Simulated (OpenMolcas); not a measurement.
# Ti2+: ligand-field states by method

Ti2+ with 6 ligands (water, chloride on the axis) in tetragonal octahedral coordination (D2h) at 2.07 Å, the axial distance 2.443 Å. Ligand basis ANO-RCC-VDZP.
```
Ti    0.0000    0.0000    0.0000
O     2.0700    0.0000    0.0000
H     2.6470    0.7797    0.0000
H     2.6470   -0.7797    0.0000
O     0.0000    2.0700    0.0000
H     0.0000    2.6470    0.7797
H     0.0000    2.6470   -0.7797
O    -2.0700    0.0000    0.0000
H    -2.6470    0.7797    0.0000
H    -2.6470   -0.7797    0.0000
O     0.0000   -2.0700    0.0000
H     0.0000   -2.6470    0.7797
H     0.0000   -2.6470   -0.7797
Cl    0.0000    0.0000    2.4426
Cl    0.0000    0.0000   -2.4426
```

```json
{
  "Program": "OpenMolcas 26.06",
  "Basis": "ANO-RCC-VDZP [5s4p2d1f]",
  "Scalar Hamiltonian": "DKH2, point nucleus",
  "Active space": "2 electrons in 5 orbitals (3d)",
  "State averaging": "2S+1 = 3 even, 10 roots; 2S+1 = 1 even, 15 roots",
  "Spin-orbit coupling": "RASSI with atomic mean-field integrals over the reference wave functions"
}
```

I. CASSCF
II. SS-CASPT2, IPEA 0.25 Eh, imaginary shift 0.1 Eh (closed shells correlated: 3s 3p and the ligand valence shells)
III. SS-CASPT2, IPEA 0.25 Eh, sigma2 regulariser 0.3 Eh (closed shells correlated: 3s 3p and the ligand valence shells)

Spin-free states in cm-1, each column counted from its own energy of the first state listed:

| State | Degeneracy | I | II | III |
| --- | --- | --- | --- | --- |
| 2S+1 = 3 | 1 | 0 | 0 | 0 |
| 2S+1 = 3 | 1 | 2096 | 2660 | 2660 |
| 2S+1 = 3 | 1 | 2245 | 2720 | 2720 |
| 2S+1 = 1 | 1 | 11102 | 8480 | 8480 |
| 2S+1 = 1 | 1 | 11293 | 8630 | 8630 |
| 2S+1 = 3 | 1 | 12566 | 13340 | 13340 |
| 2S+1 = 1 | 1 | 13462 | 11230 | 11240 |
| 2S+1 = 1 | 1 | 13548 | 11440 | 11440 |
| 2S+1 = 3 | 1 | 13926 | 14450 | 14480 |
| 2S+1 = 1 | 1 | 14105 | 11330 | 11360 |
| 2S+1 = 3 | 1 | 16011 | 17070 | 17080 |
| 2S+1 = 3 | 1 | 23807 | 21620 | 21630 |
| 2S+1 = 3 | 1 | 25233 | 22930 | 22940 |
| 2S+1 = 1 | 1 | 25333 | 20850 | 20970 |
| 2S+1 = 1 | 1 | 25501 | 22430 | 22440 |
| 2S+1 = 3 | 1 | 26401 | 24880 | 24880 |
| 2S+1 = 1 | 1 | 26596 | 23470 | 23500 |
| 2S+1 = 3 | 1 | 28548 | 29610 | 29660 |
| 2S+1 = 1 | 1 | 28556 | 25220 | 25280 |
| 2S+1 = 1 | 1 | 28803 | 26350 | 26350 |

From I to II, I's first state of the same spin (2S+1 = 3) moves from 2096 to 2660 cm-1, by about +560 cm-1.

From I to II, I's first state of another spin (2S+1 = 1) moves from 11102 to 8480 cm-1, by about -2600 cm-1.

χT at 300 K: I 1.02, II 1.02, III 1.02 cm3 K/mol.

Over all roots computed the reference weight is 0.68 to 0.70 in II, 0.69 to 0.70 in III; a low but even weight reflects the number of correlated electrons. Ligand-to-metal charge-transfer states are missing. With no ligand orbital active B as a rule stays too high, so bands that hang on it stand too high and its fall with covalency is understated. Without dynamic correlation the repulsion within the d shell is too large (B by tens of per cent), so at a given field states of lower spin stand too high (holds for I). With metal d orbitals alone and no dynamic correlation the field as a rule comes out too small, by tens of per cent, by up to half for chloride and softer ligands (holds for I). With one d shell and no ligand orbital active, 10Dq can be off by tens of per cent for divalent 3d ions, low with halides held by bare charges and at times high in hosts (holds for II; III). The distance lies 7 % under the 2.22 Å that this model takes as the normal distance (a Shannon-type radius plus a fixed donor radius); by an R⁻⁵ law this alone changes a d-shell field by about +42 %. No measured value stands beside these numbers; the geometry is a model, was not optimised and need not be the one that this ion takes.

A state without a sure symmetry label is named by its multiplicity alone.
